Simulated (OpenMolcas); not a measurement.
# Co6+: effect of the level shift or regulariser

| Property | Result |
| --- | --- |
| Program | OpenMolcas |
| Basis | ANO-RCC-VQZP [7s6p4d3f2g1h] |
| Scalar Hamiltonian | DKH2, point nucleus |
| Active space | 3 electrons in 5 orbitals (3d) |
| State averaging | 2S+1 = 4 even, 10 roots; 2S+1 = 2 even, 40 roots |
| Spin-orbit coupling | state interaction with AMFI integrals over the reference wave functions, term energies averaged over their components |

Methods on the same reference wave functions:
A. CASSCF
B. MS-CASPT2, IPEA 0.25 Eh, imaginary shift 0.1 Eh (closed shells correlated: 3s 3p)
C. MS-CASPT2, IPEA 0.25 Eh, sigma2 regulariser 0.3 Eh (closed shells correlated: 3s 3p)

Energies in cm-1 above 3d3 4F 3/2, the measured ground level; measured values from Sugar and Corliss, J. Phys. Chem. Ref. Data 10, 1097 (1981).

```tsv
Level	A	B	C	Measured
3d3 4F 3/2	0.0	0.0	0.0	0.0
3d3 4F 5/2	721	729	729	698
3d3 4F 7/2	1689	1700	1700	1610
3d3 4F 9/2	2868	2870	2870	2723
3d3 4P 1/2	25623	21880	21880	21096
3d3 4P 3/2	25853	22090	22090	21304
3d3 2G 7/2	26469	23560	23560	
3d3 4P 5/2	26778	23030	23030	22187
3d3 2G 9/2	27391	24510	24510	
3d3 2P 1/2	34819	30560	30560	
3d3 2P 3/2 [54 %]	34851	30150	30150	
3d3 2H 9/2	34992	32980	32980	
3d3 2H 11/2	35646	33660	33660	
3d3 2D 3/2(1) [57 %]	38518	33360	33360	
3d3 2D 5/2(1)	38767	33150	33150	
3d3 2F 7/2	59574	53080	53080	
3d3 2F 5/2	59984	53480	53480	
3d3 2D 5/2(2)	92876	83150	83150	
3d3 2D 3/2(2)	93364	83630	83630
```

Deviations, from unrounded energies. A percentage is the sum of absolute deviations over the sum of measured energies, with the sign that they share, or ± where signs differ.

```tsv
Against measurement	Levels	A	B	C
mean absolute deviation (cm-1)	6	2300	450	450
fine structure of the ground term (%)	3	+4.9	+5.4	+5.4
other terms of the ground configuration (%)	3	+21.2	+3.7	+3.7
```

B, C lie about equally close to measurement and A furthest from it. The largest miss of C in the table is 3d3 4P 5/2, by +850 cm-1. The ranking rests on the paired levels alone, and a cruder setting can come out closer through cancelling errors.

Between B and C no level of the table moves by more than 5 cm-1.

The two smallest mean deviations differ by little beside CASPT2's spread within terms, so their order carries little weight.

From A to B the spin-free energies of the other terms of 3d3 shown, above 4F, scale by factors of 0.85 to 0.94, as is usual when dynamic correlation screens the repulsion within a d or f shell.

The lowest spin-free term lies below A's lowest term by 0.349 hartree in B, 0.349 hartree in C.

Term energies are means over components that CASPT2 splits; among the terms shown or strongly mixed into the levels shown the widest spread is 710 cm-1 (3d3 4F, C). Without dynamic correlation excited terms often stand tens of per cent too high (terms of higher spin than the ground term too low), and those without a measured partner can miss by more than the paired ones (holds for A). Measured partners are found by configuration, term and J. A level has none where our copy of the source lacks it or the pairing is in doubt (some pairs that miss far off the trend of their configuration count as doubtful), and it then counts in no deviation. Only configurations of the active space appear.

A share in square brackets marks a mixed level and gives the weight of the term that names it, the lowest over the columns. A number in round brackets counts repeated terms of one configuration in the order of the reference energies.
